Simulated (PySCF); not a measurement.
O2Si2, SMILES o1[si]2o[si]1=2. Atoms are numbered in the order given.

```xyz
4

Si     0.0000     0.0000     1.2534
Si     0.0000     0.0000    -1.2534
O      0.0000    -1.1801     0.0000
O      0.0000     1.1801     0.0000
```

Geometry: B3LYP-D3(BJ)/def2-SVP.

The numbers are results of B3LYP-D3(BJ)/def2-SVP (PySCF), not measurements.

Frequencies are harmonic and unscaled.

```json
[
 {"mode": "1", "ν (cm⁻¹)": "208", "IR (km/mol)": "0.9", "Raman (Å⁴/amu)": "0.0", "depolarisation": "–", "moving atoms (share of kinetic energy)": "O 64 %, Si 36 %"},
 {"mode": "2", "ν (cm⁻¹)": "528", "IR (km/mol)": "0.0", "Raman (Å⁴/amu)": "1.8", "depolarisation": "0.75", "moving atoms (share of kinetic energy)": "O 66 %, Si 34 %"},
 {"mode": "3", "ν (cm⁻¹)": "547", "IR (km/mol)": "0.0", "Raman (Å⁴/amu)": "7.8", "depolarisation": "0.51", "moving atoms (share of kinetic energy)": "Si 76 %, O 24 %"},
 {"mode": "4", "ν (cm⁻¹)": "768", "IR (km/mol)": "115.6", "Raman (Å⁴/amu)": "0.0", "depolarisation": "–", "moving atoms (share of kinetic energy)": "O 64 %, Si 36 %"},
 {"mode": "5", "ν (cm⁻¹)": "807", "IR (km/mol)": "514.8", "Raman (Å⁴/amu)": "0.0", "depolarisation": "–", "moving atoms (share of kinetic energy)": "O 64 %, Si 36 %"},
 {"mode": "6", "ν (cm⁻¹)": "842", "IR (km/mol)": "0.0", "Raman (Å⁴/amu)": "23.2", "depolarisation": "0.23", "moving atoms (share of kinetic energy)": "O 76 %, Si 24 %"}
]
```
